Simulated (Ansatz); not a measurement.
Geometry optimisation, RKS B3LYP-D4/def2-SVP in Ansatz 0.2.0.

The input (input.yaml):

```yaml
crystal:
  periodic: [false, false, false]
  atoms:
    - { symbol: Hf, position_ang: [0.0, 0.0, 0.0] }
    - { symbol: "N", position_ang: [0.0, 0.0, 2.56] }
    - { symbol: H, position_ang: [-0.877, -0.2713, 3.09] }
    - { symbol: H, position_ang: [0.877, 0.2713, 3.09] }
    - { symbol: Cl, position_ang: [2.3764, 0.0, -0.8392] }
    - { symbol: Cl, position_ang: [-1.1869, 2.0563, -0.8392] }
    - { symbol: Cl, position_ang: [-1.1869, -2.0563, -0.8392] }
    - { symbol: Cl, position_ang: [1.4718, -2.235, 0.8892] }
    - { symbol: H, position_ang: [0.7751, -1.177, 2.2106] }
basis:
  gaussian: { orbitals: def2-SVP }
hamiltonian:
  xc: b3lyp
  dispersion: d4
relax:
  f_tol: 0.15
  max_steps: 25
  restrain:
    - { distance: [0, 7], at: 3.72, k: 30.0 }
    - { distance: [8, 1], at: 2.26, k: 30.0 }
    - { distance: [0, 1], at: 2.21, k: 30.0 }
    - { distance: [8, 7], at: 1.37, k: 30.0 }
```

Command:

```bash
$ ansatz run input.yaml --threads 4 --pin off --max-ram 5120MiB --backend cpu --events-out ev --progress --plain --runs-dir out
```

**Question.** Where does it end, and by what steps?

**Answer.** The forces met the threshold. The restraints hold the end off the free minimum. After 7 steps the energy has fallen by 2.272 eV (the restraints' own energy left out); Cl8 moved furthest, 0.88 Å. Joined: Cl8–H9 (1.83 → 1.34 Å).

| step | energy less start (eV) | largest force component (eV/Å) | accepted |
| --- | --- | --- | --- |
| 0 | 0.0000 | 2.412 | yes |
| 1 | 0.2538 | 2.946 | yes |
| 2 | -0.0119 | 3.694 | yes |
| 3 | -0.9074 | 3.229 | yes |
| 4 | -1.9205 | 1.443 | yes |
| 5 | -2.1728 | 2.113 | yes |
| 6 | -2.2632 | 1.946 | yes |
| 7 | -2.2724 | 1.895 | yes |

```xyz
9
Properties=species:S:1:pos:R:3
Hf -0.035 0.097 0.051
N -0.010 0.067 2.198
H -0.828 -0.147 2.767
H 0.642 0.620 2.754
Cl 2.157 0.374 -0.744
Cl -1.218 2.023 -0.583
Cl -1.308 -1.714 -0.734
Cl 1.739 -2.849 1.464
H 1.112 -1.883 2.148
```

Run time: 31 s on 4 threads of Arm Neoverse V1, on a shared host, peak memory 0.39 GiB.
